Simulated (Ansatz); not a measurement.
Reaction (formal exchange of groups at the Si–S bond): `C=N[SiH](O)S` + CH₄ → `C=N[SiH](C)O` + H₂S

Gas-phase electronic energies from Ansatz, PBE0-D4/def2-TZVP geometries. CCSD(T)/CBS adds triple-zeta CCSD(T) − MP2 to the extrapolated MP2 energy (def2 sets, frozen cores). This one scheme is used for every species. Functionals use def2-TZVPP. B3LYP here is the variant with VWN-RPA as its local correlation; programs differ in this. One conformer a species, not always the lowest.

| level | ΔE (kJ/mol) |
| --- | --- |
| PBE-D4 | 69.6 |
| revPBE-D4 | 70.3 |
| B97M-V | 70.7 |
| B3LYP-D4 | 67.8 |
| BLYP | 66.3 |
| r2SCANh | 69.7 |
| LC-ωPBE | 64.3 |
| CCSD/def2-TZVPP | 62.8 |

Problem. What does CCSD(T)/CBS give? (Best estimate.)

Solution. The calculation gave: +66.8 kJ/mol. The listed levels differ from it by 2.8, 3.5, 3.9, 1.0, -0.5, 2.9, -2.5, -4.0 kJ/mol.

Largest T1 diagnostic among the species: 0.013.

Leaving LDA and LC-ωPBE aside and taking each functional with its dispersion term where it has one, the values, not all of them listed here, spread over 6.4 kJ/mol, from CAM-B3LYP-D4 to B97M-V. LDA lies −4.1 kJ/mol from PBE without D4. At CCSD(T), def2-SVP lies −5.8 kJ/mol from the extrapolated value and def2-TZVPP −2.5 kJ/mol.

CCSD(T)/CBS has its own doubt, a few kJ/mol and more with outer-core shells, so smaller differences from it don't rank the levels.
